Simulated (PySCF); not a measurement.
Correlation energy of O⁺ (oxygen, charge +1)

[He] 2s2 2p3, high-spin 4S determinant. All numbers are calculated (PySCF 2.14, no relativity, point nucleus, in cc-pVDZ (3s2p1d, 14 functions)). Frozen: 1s2; 5 electrons correlated.

MP2 pair energies summed by pair of shells (mhartree):

```csv
pair,energy,share (%)
2s-2p,-45.97,65.8
2p-2p,-16.51,23.6
2s-2s,-7.40,10.6
```

Total MP2 correlation energy: -69.88 mhartree.

Same-spin part -19.52 and opposite-spin part -50.36 mhartree; SCS-MP2 scales them by 1/3 and 6/5 to -66.94 mhartree.

```json
{"level": "CCSD", "correlation energy (mhartree)": "-84.78"}
{"level": "(T)", "correlation energy (mhartree)": "-0.53"}
{"level": "CCSD(T)", "correlation energy (mhartree)": "-85.31"}
```

Diagnostics: T1 = 0.0036, D1 = 0.0067, largest double amplitude 0.036.

Task: Is a single reference adequate?

Result: Yes: T1 lies below 0.03 and no double amplitude reaches 0.07.
